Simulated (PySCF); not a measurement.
In(Et)(OH)(NH2) (C₂H₈InNO), SMILES C[CH2][In]([NH2])[OH].

Geometry optimised at B3LYP-D3(BJ)/def2-SVP. The def2 effective core potentials stand for the cores of In; spin–orbit coupling is left out. The values are those of a single conformer.

Level of theory: TDDFT-PBE0/def2-SVPD (PySCF 2.14.0).

Vertical excitations. Gas-phase values at a fixed geometry.

```tsv
state	energy (eV)	λ (nm)	f	main pairs
S1	4.91	253	0.047	HOMO→LUMO 89 %
S2	5.59	222	0.025	HOMO→LUMO+1 84 %
S3	5.74	216	0.047	HOMO−2→LUMO 82 %
S4	5.89	210	0.094	HOMO−1→LUMO 79 %
S5	6.13	202	0.035	HOMO−1→LUMO+1 87 %
S6	6.34	196	0.121	HOMO−3→LUMO 46 %, HOMO−2→LUMO+1 21 %, HOMO→LUMO+2 14 %
S7	6.48	191	0.021	HOMO→LUMO+2 80 %
S8	6.71	185	0.021	HOMO→LUMO+3 41 %, HOMO−2→LUMO+1 19 %, HOMO−3→LUMO+1 17 %, HOMO→LUMO+4 10 %
S9	6.75	184	0.049	HOMO−2→LUMO+1 39 %, HOMO→LUMO+3 30 %, HOMO−3→LUMO 15 %, HOMO→LUMO+4 6 %
S10	6.86	181	0.083	HOMO−3→LUMO+1 65 %, HOMO→LUMO+3 11 %
T1	4.27	290	0	HOMO→LUMO 91 %
T2	4.94	251	0	HOMO→LUMO+1 60 %, HOMO−1→LUMO 32 %
T3	5.05	245	0	HOMO−1→LUMO 58 %, HOMO→LUMO+1 34 %
T4	5.34	232	0	HOMO−2→LUMO 86 %
```
Triplets are in the Tamm–Dancoff approximation, which puts them higher than full response would, so one can lie above its singlet here.
